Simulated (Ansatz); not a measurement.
W3, relaxed as a quintet with UKS PBE-D4/def2-TZVP in Ansatz, starting from the PBE-D4/def2-TZVP geometry of the neutral singlet. Force threshold 0.02 eV/Å.

In the def2 sets W takes a core potential; there is no spin–orbit coupling. The relaxation made no stability test and no search for a lower SCF solution. At PBE-D4/def2-TZVP a triplet of charge 0 lies 1.02 eV below the quintet, each at its own geometry. The structure comes from a short search, and lower isomers may exist.

Start:

```xyz
3

W     0.8736    0.6242    0.8419
W    -0.9361    0.6295   -0.7681
W     0.0625   -1.2538   -0.0738
```

```csv
step,energy (eV),largest force component (eV/Å),SCF passes
1,-5475.5080,2.192,48
2,-5475.5669,1.236,41
3,-5475.6157,0.253,37
4,-5475.6182,0.023,29
5,-5475.6182,0.003,32
```

Force components are those of the run's own axes.

End:

```
atom   x (Å)   y (Å)   z (Å)
  W1   0.914   0.625   0.878
  W2  -0.976   0.631  -0.804
  W3   0.063  -1.255  -0.074
```

By distances, no bond broke or formed. The bond that changes most is W1–W2, from 2.42 to 2.53 Å (atoms count from 1).

No frequencies were taken in this run, so the end may be a saddle point.

Hardware: 4 threads of Arm Neoverse V2 on a shared host. Wall time 11 s.
